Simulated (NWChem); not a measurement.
System: CH5O cation; SMILES C[OH2+]

Here is an NWChem input.

```
start job
memory heap 200 mb stack 900 mb global 1100 mb
charge 1
geometry units angstroms noautosym nocenter noautoz
  C     -0.001327     0.799028     0.000000
  O     -0.030951    -0.686792     0.000000
  H     -0.544533     1.099928    -0.902007
  H     -0.544533     1.099928     0.902007
  H      1.041813     1.136781     0.000000
  H      0.324924    -1.117925    -0.802168
  H      0.324924    -1.117925     0.802168
end
basis spherical
  * library 6-31g*
end
dft
  xc b3lyp
  iterations 150
end
property
  shielding 5 1 2 3 5 6
  efieldgrad
end
task dft property
```

Parts of the log:

```
             Northwest Computational Chemistry Package (NWChem) 7.3.0
             --------------------------------------------------------

                             Geometry "geometry" -> ""
                             -------------------------

 Output coordinates in angstroms (scale by  1.889725989 to convert to a.u.)

  No.       Tag          Charge          X              Y              Z
 ---- ---------------- ---------- -------------- -------------- --------------
    1 C                    6.0000    -0.00132700     0.79902800     0.00000000
    2 O                    8.0000    -0.03095100    -0.68679200     0.00000000
    3 H                    1.0000    -0.54453300     1.09992800    -0.90200700
    4 H                    1.0000    -0.54453300     1.09992800     0.90200700
    5 H                    1.0000     1.04181300     1.13678100     0.00000000
    6 H                    1.0000     0.32492400    -1.11792500    -0.80216800
    7 H                    1.0000     0.32492400    -1.11792500     0.80216800

 Effective nuclear repulsion energy (a.u.)      45.9950518346

                              NWChem Property Module
                              ----------------------

  itol2e modified to match energy
  convergence criterion.

                                 NWChem DFT Module
                                 -----------------

 Summary of "ao basis" -> "ao basis" (spherical)
 ------------------------------------------------------------------------------
       Tag                 Description            Shells   Functions and Types
 ---------------- ------------------------------  ------  ---------------------
 C                           6-31g*                  6       14   3s2p1d
 O                           6-31g*                  6       14   3s2p1d
 H                           6-31g*                  2        2   2s

  itol2e modified to match energy
  convergence criterion.

            General Information
            -------------------
          SCF calculation type: DFT
          Wavefunction type:  closed shell.
          No. of atoms     :     7
          No. of electrons :    18
           Alpha electrons :     9
            Beta electrons :     9
          Charge           :     1
          Spin multiplicity:     1
          Use of symmetry is: off; symmetry adaption is: off
          Maximum number of iterations: 150
          AO basis - number of functions:    38
                     number of shells:    22
          Convergence on energy requested:  1.00D-07
          Convergence on density requested:  1.00D-05
          Convergence on gradient requested:  5.00D-04

              XC Information
              --------------
                         B3LYP Method XC Potential
                     Hartree-Fock (Exact) Exchange  0.200
                        Slater Exchange Functional  0.800 local
                    Becke 1988 Exchange Functional  0.720 non-local
              Lee-Yang-Parr Correlation Functional  0.810
                  VWN I RPA Correlation Functional  0.190 local

             Grid Information
             ----------------
          Grid used for XC integration:  fine
          Radial quadrature: Mura-Knowles
          Angular quadrature: Lebedev.
          Tag              B.-S. Rad. Rad. Pts. Rad. Cut. Ang. Pts.
          ---              ---------- --------- --------- ---------
          C                   0.70       70           7.0       590
          O                   0.60       70           7.0       590
          H                   0.35       60           8.0       590
          Grid pruning is: on
          Number of quadrature shells:   440
          Spatial weights used:  Erf1

      Superposition of Atomic Density Guess
      -------------------------------------

 Sum of atomic energies:        -114.90576908

 Renormalizing density from      19.00 to     18

      Non-variational initial energy
      ------------------------------

 Total energy =    -111.684131
 1-e energy   =    -233.519251
 2-e energy   =      75.840068
 HOMO         =      -0.819819
 LUMO         =      -0.314621

   convergence    iter        energy       DeltaE   RMS-Dens  Diis-err
 ---------------- ----- ----------------- --------- --------- ---------
 d= 0,ls=0.0,diis     1   -115.8831789538 -1.62D+02  2.88D-02  1.43D+00
 d= 0,ls=0.0,diis     2   -115.8025227600  8.07D-02  1.73D-02  2.27D+00
 d= 0,ls=0.0,diis     3   -116.0111094081 -2.09D-01  2.14D-03  1.95D-02
 d= 0,ls=0.0,diis     4   -116.0124923393 -1.38D-03  8.90D-04  4.23D-03
 d= 0,ls=0.0,diis     5   -116.0130075299 -5.15D-04  5.98D-05  1.97D-05
  Resetting Diis
 d= 0,ls=0.0,diis     6   -116.0130097238 -2.19D-06  7.17D-06  2.34D-07
 d= 0,ls=0.0,diis     7   -116.0130097474 -2.36D-08  1.63D-06  3.94D-09

         Total DFT energy =     -116.013009747439
      One electron energy =     -242.738637652253
           Coulomb energy =       96.316942291223
    Exchange-Corr. energy =      -15.586366221010
 Nuclear repulsion energy =       45.995051834601

 Numeric. integr. density =       17.999999940775

[...]

          -----------------------------------------
          Chemical Shielding Tensors (GIAO, in ppm)
          -----------------------------------------

                                NWChem CPHF Module
                                ------------------

  scftype          =     RHF
  nclosed          =        9
  nopen            =        0
  variables        =      261
  # of vectors     =        3
  tolerance        = 0.10D-03
  level shift      = 0.00D+00
  max iterations   =       50
  max subspace     =       30

 SCF residual:    7.0571172716706238E-005

Iterative solution of linear equations
  No. of variables      261
  No. of equations        3
  Maximum subspace       30
        Iterations       50
       Convergence  1.0D-04

   iter   nsub   residual    time
   ----  ------  --------  ---------
     1      3    3.06D-01       5.0
     2      6    1.07D-02       5.7
     3      9    5.51D-04       6.4
     4     12    1.76D-05       7.1

      Atom:    1  C
        Diamagnetic
    245.3601      0.8489      0.0000
      0.8489    263.0991      0.0000
      0.0000      0.0000    243.9700

        Paramagnetic
   -154.4201     -2.5315      0.0000
     -2.5315    -69.6418     -0.0000
      0.0000     -0.0000   -160.7804

        Total Shielding Tensor
     90.9400     -1.6825      0.0000
     -1.6825    193.4573     -0.0000
      0.0000     -0.0000     83.1897

           isotropic =     122.5290
          anisotropy =     106.4339

          Principal Components and Axis System
                 1           2           3
              193.4849     90.9124     83.1897

      1        -0.0164      0.9999     -0.0000
      2         0.9999      0.0164      0.0000
      3        -0.0000      0.0000      1.0000

      Atom:    2  O
        Diamagnetic
    381.9205     -3.4852      0.0000
     -3.4852    401.8762     -0.0000
      0.0000     -0.0000    394.9492

        Paramagnetic
   -110.2968     -4.5384      0.0000
     -4.5384   -101.8132     -0.0000
      0.0000     -0.0000    -40.8411

        Total Shielding Tensor
    271.6236     -8.0236      0.0000
     -8.0236    300.0630     -0.0000
      0.0000     -0.0000    354.1080

           isotropic =     308.5982
          anisotropy =      68.2647

          Principal Components and Axis System
                 1           2           3
              354.1080    302.1705    269.5161

      1         0.0000     -0.2540      0.9672
      2        -0.0000      0.9672      0.2540
      3         1.0000      0.0000     -0.0000

      Atom:    3  H
        Diamagnetic
     24.4614     -2.9557      5.9680
     -2.9557     27.0481     -5.1090
      5.9680     -5.1090     30.8621

        Paramagnetic
      0.3845      1.3796     -4.5830
      1.3796      2.6163      2.6510
     -4.5830      2.6510     -5.1667

        Total Shielding Tensor
     24.8459     -1.5761      1.3850
     -1.5761     29.6644     -2.4580
      1.3850     -2.4580     25.6954

           isotropic =      26.7352
          anisotropy =       7.0870

          Principal Components and Axis System
                 1           2           3
               31.4599     24.9366     23.8092

      1        -0.2938      0.5777      0.7616
      2         0.8518      0.5198     -0.0657
      3        -0.4338      0.6294     -0.6448

      Atom:    4  H
        Diamagnetic
     34.3850      6.4922      0.0000
      6.4922     27.3163     -0.0000
      0.0000     -0.0000     20.6684

        Paramagnetic
     -7.4246     -3.7504      0.0000
     -3.7504      2.8373     -0.0000
      0.0000     -0.0000      2.9382

        Total Shielding Tensor
     26.9604      2.7418      0.0000
      2.7418     30.1537     -0.0000
      0.0000     -0.0000     23.6066

           isotropic =      26.9069
          anisotropy =       7.2344

          Principal Components and Axis System
                 1           2           3
               31.7298     25.3843     23.6066

      1         0.4984      0.8670     -0.0000
      2         0.8670     -0.4984      0.0000
      3        -0.0000      0.0000      1.0000

      Atom:    5  H
        Diamagnetic
     19.0342     -4.3142     -6.7154
     -4.3142     24.3473      9.0279
     -6.7154      9.0279     32.2327

        Paramagnetic
      1.6088      1.1960      1.7164
      1.1960      2.6906     -2.0266
      1.7164     -2.0266      1.4190

        Total Shielding Tensor
     20.6430     -3.1182     -4.9989
     -3.1182     27.0379      7.0014
     -4.9989      7.0014     33.6518

           isotropic =      27.1109
          anisotropy =      19.1705

          Principal Components and Axis System
                 1           2           3
               39.8912     22.6022     18.8393

      1        -0.2927      0.0099      0.9562
      2         0.5112      0.8467      0.1477
      3         0.8081     -0.5320      0.2529
```

Level: B3LYP/6-31G* (spherical d), GIAO. Coordinates come from a PBE0/def2-SVP optimisation. B3LYP is NWChem's, with the RPA form of VWN correlation. NWChem prints the field gradient with the sign opposite to the second derivative of the potential. The output numbers the shielded atoms by their place in the input's list. The printed shielding anisotropy is the first printed principal value minus the mean of the other two.
